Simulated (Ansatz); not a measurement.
C₅H₅N, triplet, at a GFN2-xTB geometry (a higher spin typed on purpose: for a closed-shell molecule this is an excited state); BHLYP/cc-pVDZ (Ansatz, a quantum-chemistry and plane-wave program).

Input for Ansatz:
Ansatz 0.2 input:
```yaml
crystal:
  periodic: [false, false, false]
  atoms:
    - {symbol: C, position_ang: [-0.45013487, 1.29434364, 0.01997493]}
    - {symbol: C, position_ang: [-1.34937161, 0.21931647, -0.16291149]}
    - {symbol: C, position_ang: [-0.87439970, -1.06105354, -0.17218574]}
    - {symbol: N, position_ang: [0.45309025, -1.27427717, -0.08256961]}
    - {symbol: C, position_ang: [1.34202258, -0.29564834, 0.17783372]}
    - {symbol: C, position_ang: [0.92185336, 1.00364688, 0.19576247]}
    - {symbol: H, position_ang: [-0.81614899, 2.29995551, 0.13865777]}
    - {symbol: H, position_ang: [-2.41012935, 0.37892522, -0.28096722]}
    - {symbol: H, position_ang: [-1.50864941, -1.92211236, -0.30191390]}
    - {symbol: H, position_ang: [2.37198155, -0.58199991, 0.31091895]}
    - {symbol: H, position_ang: [1.65149590, 1.78154108, 0.36044841]}
basis:
  gaussian:
    orbitals: cc-pVDZ
hamiltonian:
  xc: {name: BHLYP}
magnetization: {spin_polarized: true, initial_magnetization: 2}
accuracy: high
```

**Question.** Predict the main parts of the log of this Ansatz run.

**Answer.** 
```
Functional definition: BHLYP
2627 factors; integrals over basis functions are off by at most 3.2e-9 eV
mean field evaluation 1: about -6743.9875 eV, gradient 2.7e1 eV
mean field evaluation 2: about -6745.1146 eV, gradient 2.5e1 eV
mean field evaluation 4: about -6748.2740 eV, gradient 2.5e0 eV
mean field evaluation 8: about -6748.5070 eV, gradient 3.5e-1 eV
mean field evaluation 16: about -6748.5145 eV, gradient 1.4e-2 eV
mean field evaluation 32: about -6748.5145 eV, gradient 1.1e-6 eV
mean field -6748.51453052 eV, -248.0033346893 hartree, gradient 5.0e-8 eV, S^2 2.050432; 3 other end points of the search recorded, 0 dependent functions left out
reference -6748.51455878 eV, -248.0033357276 hartree; 22, 20 occupied and 87, 89 virtual orbitals, 2627 factors
Total energy: -6748.51455878 eV, -248.0033357276 hartree
```
